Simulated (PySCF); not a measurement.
## C (carbon, neutral) across methods

[He] 2s1 2p3, high-spin 5S determinant (an excited configuration). All numbers are calculated (PySCF 2.14, scalar relativity by spin-free X2C-1e, in aug-cc-pVQZ-DK).

```csv
method,E (hartree),mean ε 1s β (eV),mean ε 2s α (eV),mean ε 2p α (eV),Σ⟨r²⟩ (bohr²),⟨S²⟩
r2SCAN,-37.7162,-274.78,-16.687,-7.261,13.88,6.000
M06-L,-37.7177,-275.13,-16.717,-6.997,13.51,6.000
LDA,-37.3341,-268.45,-15.266,-6.888,14.32,6.000
r2SCANh,-37.7154,-277.91,-17.571,-7.856,13.83,6.000
PBE,-37.6611,-271.05,-15.495,-6.829,14.25,6.000
BP86,-37.7058,-271.59,-15.539,-6.888,14.19,6.000
PW91,-37.6941,-271.34,-15.522,-6.884,14.23,6.000
UHF,-37.61324,-305.62,-25.635,-13.029,13.55,6.000
PBE0,-37.6739,-279.85,-18.106,-8.447,13.97,6.000
```
